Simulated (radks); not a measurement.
Results of a calculation; reference values are marked as such.
Q: Ionisation of W+, [Xe] 4f14 5d4 6s1, to W2+, [Xe] 4f14 5d4, under several functionals. Dirac Kohn-Sham, spin-unpolarised, spherical densities, point nucleus; open shells are shared between the two j in proportion to 2j + 1; a radial shooting solver on a logarithmic mesh with Libxc functionals. The NIST Atomic Spectra Database gives 16.4 eV (semi-empirical). Rank these functionals by the error of their Delta-SCF ionisation energy: Wu-Cohen GGA; LDA (Slater exchange, Perdew-Zunger correlation); PW91; RPBE; XLYP; exchange-only B88.

A: From best to worst: LDA (Slater exchange, Perdew-Zunger correlation) 16.026 eV (-0.344); XLYP 15.780 eV (-0.590); PW91 15.750 eV (-0.620); Wu-Cohen GGA 15.698 eV (-0.672); RPBE 15.532 eV (-0.838); exchange-only B88 15.016 eV (-1.354). Spin polarisation and multiplet splitting are left out, so open shells lie too high by an amount that depends on their filling. Sharing an open shell by 2j + 1 raises it above the true ground level by a part of the spin-orbit splitting, which enters the differences from NIST.

Beside tabulated values, note that spin-unpolarised runs miss the spin-polarisation part of the exchange energy of open shells.
